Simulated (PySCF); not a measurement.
**Polarisability and C₆ of Nb⁺ (niobium, charge +1)**

[Kr] 4d3 5s1, high-spin 5F determinant (an excited configuration). Computed with PySCF 2.14 in def2-QZVPPD with the def2 core potential (28 electrons), with a scalar-relativistic core potential. Coupled (time-dependent) response in atomic units; α is the mean over directions.

| method | mean α (bohr³) | C₆ (like pair) | S(−4) |
| --- | --- | --- | --- |
| UHF | 63.16 | 538.3 | 2750 |
| PBE | 45.27 | 366.4 | 1180 |
| PBE0 | 48.34 | 393.8 | 1406 |
| MN15 | 50.78 | 423.3 | 1526 |
| PBEsol | 44.90 | 364.0 | 1149 |

S(−4) is the Cauchy moment in α(ω) = α(0) + S(−4) ω² + …

Spin-orbit coupling is absent.

α(iu) at MN15:

```csv
u (hartree),α(iu) (bohr³)
0,50.78
0.0500,47.29
0.100,39.59
0.200,25.57
0.300,17.58
0.500,10.40
0.750,6.697
1.00,4.792
1.50,2.847
2.00,1.883
3.00,0.9845
5.00,0.3975
```

For an ion, C₆ is the dispersion term alone; charge-induced terms of lower order in 1/R come first.

Energies and moments cover only the electrons outside the core potential.
